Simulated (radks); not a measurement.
Question: Ta54+, configuration [Ne] 3s1.75 3p6 3d1 4p0.25 (fractional occupations, a model configuration). Method: Dirac Kohn-Sham, PBE, spin-unpolarised, spherical densities, finite nucleus; open shells fill j = l - 1/2 first; Fermi nuclear charge, rms radius 5.3507 fm; computed with a radial shooting solver on a logarithmic mesh with Libxc functionals. Some entries of the table are withheld. Estimate them.

orbital,occ.,eigenvalue (hartree),<r> (bohr),r(max) (bohr)
1s1/2,2,-2611.737,0.01866,0.01168
2s1/2,2,-560.9047,0.07771,0.06681
2p1/2,2,-543.4437,0.06433,0.04975
2p3/2,4,-496.0595,0.07196,0.05639
3s1/2,1.75,-215.9836,0.1914,0.1814
3p1/2,2,-209.2349,0.1803,0.1690
3p3/2,4,-197.2330,0.1921,0.1810
3d3/2,1,-187.5673,0.1652,0.1394
3d5/2,0,-184.7694,0.1689,0.1427
4s1/2,0,-112.4412,0.3635,0.3660
4p1/2,0.25,-109.5086,0.3554,0.3577
4p3/2,0,-104.9774,0.3715,0.3753
4d3/2,0,(1),0.3494,0.3488
4d5/2,0,(2),0.3541,0.3537
4f5/2,0,(3),0.3110,0.2744
4f7/2,0,(4),0.3132,0.2765
5p1/2,0,-67.36111,0.5849,0.6162
5p3/2,0,-65.14894,0.6053,0.6392

Answer: 
(1) 4d3/2 eigenvalue (hartree): -100.9077
(2) 4d5/2 eigenvalue (hartree): -99.82536
(3) 4f5/2 eigenvalue (hartree): -96.13628
(4) 4f7/2 eigenvalue (hartree): -95.72610
